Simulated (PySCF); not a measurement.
# Two-component Hartree-Fock for Ta³⁺ (tantalum, charge +3)

Start: [Xe] 4f14 5d2; 5d3/2 filled at m_j = +1/2, +3/2. Calculated with PySCF 2.14 in x2c-SVPall-2c (7s9p9d2f, 93 functions): generalised Hartree-Fock with the X2C-1e Hamiltonian and a Gaussian nucleus; one run each with spin-orbit coupling (SO) switched off, then screened by Boettger's factors.

```tsv
spinor shell	electrons	ε, spin-free (eV)	ε, screened SO (eV)	weight of nominal j (screened SO)	rms radius, screened SO (bohr)
1s1/2	2	-67800.7	-67780.7	1.000	0.0211
2s1/2	2	-11812.9	-11806.4	1.000	0.0853
2p1/2	2	-10358.8	-11265.0	1.000	0.0726
2p3/2	4	-10358.8	-9988.4	1.000	0.0799
3s1/2	2	-2789.7	-2787.4	1.000	0.218
3p1/2	2	-2349.6	-2546.9	1.000	0.210
3p3/2	4	-2349.6	-2267.2	1.000	0.225
3d3/2	4	-1830.4	-1865.3	1.000	0.199
3d5/2	6	-1830.4	-1804.9	1.000	0.203
4s1/2	2	-623.54	-622.64	1.000	0.488
4p1/2	2	-476.51	-522.14	1.000	0.497
4p3/2	4	-476.51	-457.05	1.000	0.530
4d3/2	4	-284.54	-291.47	1.000	0.557
4d5/2	6	-284.54	-278.96	1.000	0.569
5s1/2	2	-115.49	-115.20	1.000	1.18
5p1/2	2	-76.277	-83.542	0.982	1.36
5p3/2	4	-76.277	-72.810	0.987	1.40
4f5/2	6	-69.451	-70.133	0.994	0.704
4f7/2	8	-69.451	-68.026	0.998	0.701
5d3/2	2	-35.479	-35.697	0.938	2.00
```

```csv
quantity,spin-free,screened SO
E (hartree),-15590.63884,-15607.92834
M_J,2,2
⟨J²⟩,8.005,6.376
⟨L²⟩,12.004,11.322
⟨S²⟩,2.001,1.846
```

The determinant has a definite M_J but mixes levels of different J.

Each row is a mean over spinors that exchange with the open shell spreads, by up to 3.752 eV (5p1/2).

Breit and QED terms are absent; they matter most for the inner s and p1/2 levels.

Densities and radii are taken from the X2C orbitals without a picture-change correction, which distorts them close to the nucleus.

Without spin-orbit coupling the j labels of p, d and f shells carry no meaning; the spin-free column gives the mean over the occupied spinors of each nl shell, and its ⟨J²⟩ belongs to a mixture of degenerate components.
